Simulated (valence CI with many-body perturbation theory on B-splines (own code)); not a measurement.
E1 line list for Br V

Calculated by configuration interaction combined with many-body perturbation theory (CI+MBPT): three valence electrons over a frozen Dirac-Fock core [Ar] 3d10, a basis of 11 s, 11 p, 9 d, 7 f, 5 g, 2 h, 1 i functions for each j, with the one-electron correlation potential Σ1, the two-electron term Σ2, the three-electron term Σ3, Breit, model QED; selected CI, second order for the rest, scaled by the run's own slope (own B-spline code, finite nucleus).

Against 8 measured levels this calculation errs by 79 cm⁻¹ on average and by 220 at most. These come from a selection out of Moore, Atomic Energy Levels, vol. II, NSRDS-NBS 35 (1971 reprint of NBS Circular 467, 1952), an old analysis. Levels without a partner in it may be off by more.

Lines 151 to 200 of 267 in falling wavelength, among levels below 374480 cm⁻¹, chosen from the strongest by gf and those to the six lowest levels. Wavelengths and rates use the calculated energies, so an error of 80 cm⁻¹ moves a line at 54.99 nm by 0.044 % and its rate by three times that or more. Electric multipoles are in the length gauge, E1 and E2 with the static RPA response of the core. Weak lines are less certain than strong ones. Lines between different terms over intervals too small for the method are left out, as are lines whose strength nearly cancels. Where a level lies close to another of its J and parity, the split of strength between their lines is uncertain. The highest levels of a list are the least certain.

Names give the largest LS component (configuration and term), which can be under half, so a name can repeat, a term be missing and a line seem to break the LS rules; names also repeat where a configuration has a term twice. Letters in brackets count levels of one name in rising energy.

| λ vac (nm) | λ from measured levels | Upper | Lower | A (s⁻¹) | log gf | Branch % |
| --- | --- | --- | --- | --- | --- | --- |
| 58.52 |  | 4s2.4f 2F°_7/2 | 4s.4p2 2D_5/2 | 4.18e+09 | 0.23 | 76.0 |
| 58.43 |  | 4s.4p.4d 2D°_3/2 [a] | 4s.4p2 2D_5/2 | 1.23e+09 | -0.60 | 8.4 |
| 58.37 |  | 4s2.4f 2F°_5/2 | 4s.4p2 2D_3/2 | 3.63e+08 | -0.95 | 6.1 |
| 58.30 |  | 4s.4p.4d 4F°_7/2 | 4s.4p2 4P_5/2 | 1.83e+08 | -1.13 | 93.1 |
| 58.27 |  | 4s.4p.4d 2D°_5/2 [a] | 4s.4p2 2D_5/2 | 6.88e+09 | 0.32 | 53.6 |
| 58.26 |  | 4s.4p.4d 4F°_3/2 | 4s.4p2 4P_3/2 | 2.32e+07 | -2.33 | 13.0 |
| 58.18 |  | 4s.4p.4d 2D°_3/2 [a] | 4s.4p2 2D_3/2 | 1.22e+10 | 0.39 | 82.9 |
| 58.02 |  | 4s.4p.4d 2D°_5/2 [a] | 4s.4p2 2D_3/2 | 4.92e+09 | 0.17 | 38.4 |
| 57.90 |  | 4p3 2P°_3/2 | 4s.4p2 4P_1/2 | 4.28e+07 | -2.07 | 0.9 |
| 57.83 |  | 4s.4p.4d 4F°_5/2 | 4s.4p2 4P_3/2 | 1.01e+08 | -1.52 | 56.1 |
| 57.43 |  | 4s.4p.4d 4F°_3/2 | 4s.4p2 4P_1/2 | 3.42e+07 | -2.17 | 19.2 |
| 56.46 |  | 4s.4p.4d 2D°_3/2 [b] | 4s.4p2 2P_3/2 | 9.84e+08 | -0.73 | 3.3 |
| 56.33 |  | 4s.4p.4d 2P°_1/2 [b] | 4s.4p2 2P_3/2 | 4.23e+09 | -0.40 | 19.1 |
| 56.26 |  | 4s.4p.4d 2F°_5/2 [a] | 4s.4p2 2D_5/2 | 2.34e+09 | -0.18 | 19.1 |
| 56.22 |  | 4s.4p.5s 2P°_1/2 [a] | 4s.4p2 2S_1/2 | 7.27e+09 | -0.16 | 50.3 |
| 56.10 |  | 4s.4p.4d 2D°_5/2 [b] | 4s.4p2 2P_3/2 | 2.43e+10 | 0.84 | 78.3 |
| 56.03 |  | 4s.4p.4d 2F°_5/2 [a] | 4s.4p2 2D_3/2 | 9.68e+09 | 0.44 | 78.6 |
| 55.98 |  | 4s.4p.4d 2P°_3/2 [b] | 4s.4p2 2P_3/2 | 1.25e+10 | 0.37 | 54.0 |
| 55.56 |  | 4s.4p.4d 2D°_3/2 [b] | 4s.4p2 2P_1/2 | 2.17e+10 | 0.60 | 72.5 |
| 55.44 |  | 4s2.5f 2F°_7/2 | 4s2.4d 2D_5/2 | 4.79e+09 | 0.25 | 76.1 |
| 55.43 |  | 4s.4p.4d 2P°_1/2 [b] | 4s.4p2 2P_1/2 | 4.09e+09 | -0.42 | 18.6 |
| 55.35 |  | 4s.4p.5s 2P°_3/2 [a] | 4s.4p2 2S_1/2 | 5.27e+09 | -0.01 | 41.5 |
| 55.22 |  | 4s2.5f 2F°_5/2 | 4s2.4d 2D_3/2 | 4.67e+09 | 0.11 | 71.3 |
| 54.99 | 54.98 | 4s2.4d 2D_3/2 | 4s2.4p 2P°_3/2 | 3.40e+09 | -0.21 | 18.2 |
| 54.84 |  | 4s.4p.4d 2F°_7/2 [a] | 4s.4p2 2D_5/2 | 1.16e+10 | 0.62 | 98.2 |
| 54.80 | 54.79 | 4s2.4d 2D_5/2 | 4s2.4p 2P°_3/2 | 1.77e+10 | 0.68 | 100.0 |
| 54.07 |  | 4s.4p.4d 4P°_5/2 | 4s.4p2 4P_5/2 | 1.32e+09 | -0.46 | 8.7 |
| 53.86 |  | 4s2.6p 2P°_3/2 | 4s.4p2 2P_3/2 | 1.45e+09 | -0.60 | 35.9 |
| 53.83 |  | 4s.4p.4d 4D°_3/2 | 4s.4p2 4P_5/2 | 5.49e+08 | -1.02 | 3.0 |
| 53.21 | 53.20 | 4s2.4d 2D_3/2 | 4s2.4p 2P°_1/2 | 1.53e+10 | 0.41 | 81.8 |
| 53.12 |  | 4s.4p.4d 4P°_5/2 | 4s.4p2 4P_3/2 | 1.35e+10 | 0.54 | 89.4 |
| 52.90 |  | 4s.4p.4d 4D°_3/2 | 4s.4p2 4P_3/2 | 3.02e+09 | -0.29 | 16.7 |
| 52.85 |  | 4s.4p.4d 2P°_1/2 [b] | 4s.4p2 2S_1/2 | 6.35e+09 | -0.27 | 28.8 |
| 52.81 |  | 4s.4p.4d 4D°_7/2 | 4s.4p2 4P_5/2 | 2.08e+10 | 0.84 | 100.0 |
| 52.74 |  | 4s.4p.4d 4D°_1/2 | 4s.4p2 4P_3/2 | 2.94e+08 | -1.61 | 1.4 |
| 52.70 |  | 4s.4p.4d 4D°_5/2 | 4s.4p2 4P_5/2 | 1.40e+10 | 0.54 | 73.9 |
| 52.70 |  | 4s.4p.4d 4P°_3/2 | 4s.4p2 4P_5/2 | 6.33e+09 | 0.02 | 37.7 |
| 52.54 |  | 4s.4p.4d 2P°_3/2 [b] | 4s.4p2 2S_1/2 | 2.49e+09 | -0.39 | 10.7 |
| 52.21 |  | 4s.4p.4d 4D°_3/2 | 4s.4p2 4P_1/2 | 1.44e+10 | 0.37 | 79.5 |
| 52.06 |  | 4s.4p.4d 4D°_1/2 | 4s.4p2 4P_1/2 | 2.05e+10 | 0.22 | 98.5 |
| 51.85 |  | 4s.4p.4d 4P°_1/2 | 4s.4p2 4P_3/2 | 1.47e+10 | 0.07 | 99.7 |
| 51.84 |  | 4s.4p.5s 4P°_1/2 | 4s.4p2 2D_3/2 | 1.47e+08 | -1.93 | 1.9 |
| 51.80 |  | 4s.4p.4d 4D°_5/2 | 4s.4p2 4P_3/2 | 4.95e+09 | 0.08 | 26.1 |
| 51.80 |  | 4s.4p.4d 4P°_3/2 | 4s.4p2 4P_3/2 | 1.04e+10 | 0.22 | 61.9 |
| 51.34 |  | 4s.4p.5s 4P°_3/2 | 4s.4p2 2D_3/2 | 1.21e+08 | -1.72 | 1.5 |
| 51.31 |  | 4s2.4f 2F°_5/2 | 4s.4p2 4P_5/2 | 5.02e+07 | -1.92 | 0.9 |
| 51.22 |  | 4s2.4f 2F°_7/2 | 4s.4p2 4P_5/2 | 1.40e+08 | -1.35 | 2.6 |
| 51.19 |  | 4s.4p.4d 4P°_1/2 | 4s.4p2 4P_1/2 | 3.13e+07 | -2.61 | 0.2 |
| 51.14 |  | 4s.4p.4d 4P°_3/2 | 4s.4p2 4P_1/2 | 1.49e+07 | -2.63 | 0.1 |
| 51.03 |  | 4s.4p.4d 2D°_5/2 [a] | 4s.4p2 4P_5/2 | 4.66e+06 | -2.96 | 0.0 |
